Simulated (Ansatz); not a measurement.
Consider the silylene formation by 1,1-elimination: `N[Si](Cl)(Cl)[Si](N)(Cl)Cl` → `N[Si](Cl)(Cl)Cl` + `N[Si]Cl`.

Gas-phase electronic energies from Ansatz, PBE0-D4/def2-TZVP geometries. CBS: MP2 limit from def2 TZ/QZ plus the TZ coupled-cluster correction, frozen cores. This one scheme is used for every species. Functionals use def2-TZVPP. B3LYP here is the variant with VWN-RPA as its local correlation; programs differ in this. HSE06 is defined as in plane-wave codes. One conformer a species, not always the lowest.

`N[Si](Cl)(Cl)[Si](N)(Cl)Cl`:

```xyz
12

N     0.275    2.232    0.165
Si   -0.610    0.970   -0.533
Cl   -2.579    1.509   -0.444
Cl    0.013    0.742   -2.483
Si   -0.339   -1.152    0.392
N     1.224   -1.704    0.021
Cl   -1.863   -2.376   -0.255
Cl   -0.456   -1.069    2.438
H     1.281    2.247    0.145
H    -0.113    2.783    0.913
H     1.662   -2.414    0.588
H     1.506   -1.767   -0.945
```

`N[Si](Cl)(Cl)Cl`:

Z-matrix (Å, degrees):
```
Si
Cl 1 2.043
Cl 1 2.031 2 106.9
N 1 1.683 2 115.4 3 120.4
Cl 1 2.031 2 106.9 3 -119.2
H 4 1.007 1 120.8 2 75.8
H 4 1.007 1 120.8 2 -76.0
```

`N[Si]Cl`:

Cartesian coordinates in Å:
```
N -0.244 0.128 -0.598
Si 0.870 -0.876 0.204
Cl 0.582 -0.144 2.156
H -0.384 0.058 -1.595
H -0.823 0.835 -0.167
```

Question: Is it downhill or uphill in electronic energy at CCSD(T)/CBS, and by how much? (Estimate.)

Answer: The calculation gave: Uphill: ΔE = +1.31 eV.

Question: What do these levels give: B97M-V, B3LYP-D4, r2SCAN0-D4, HSE06-D4, HSE06, MP2/CBS(def2)? (Estimate.)

Answer: Computed: B97M-V 1.29, B3LYP-D4 1.29, r2SCAN0-D4 1.49, HSE06-D4 1.47, HSE06 1.29, MP2/CBS(def2) 1.44 eV.

Largest T1 diagnostic among the species: 0.013.

At CCSD(T), def2-SVP lies −0.25 eV from the extrapolated value and def2-TZVPP −0.07 eV. In def2-TZVPP, CCSD(T) changes the Hartree–Fock value by +0.18 eV (the triples alone add +0.04 eV) and MP2 by +0.31 eV.
